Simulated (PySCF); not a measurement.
Computed shifts of a molecule C5H5Cl, PBE0/pcSseg-1 (PySCF), GIAO, gas phase, atoms alike by connectivity averaged where their shifts nearly agree, in ppm (number of nuclei): ¹³C: 156.3 (1), 123.7 (1), 83.5 (1), 79.7 (1), 35.0 (1). ¹H: 5.75 (2), 3.34 (2), 2.27 (1). References: ¹³C against TMS (σ = 186.3 ppm); ³⁵Cl against HCl (σ = 945.9 ppm); ¹H against TMS (σ = 31.56 ppm), references at their B3LYP-D3(BJ)/def2-TZVP geometries, non-relativistic (without spin–orbit terms, shifts of atoms bonded to Cl or Br come out too high). Geometry: B3LYP-D3(BJ)/def2-SVP. One conformer was computed; it need not be the lowest.

**Question.** Which molecule gave these data?
(A) C#CC/C=C/Cl
(B) C#C[C@H]1C[C@H]1Cl
(C) C#CCC(=C)Cl
(D) C=CC=C=CCl

**Answer.** C, C#CCC(=C)Cl
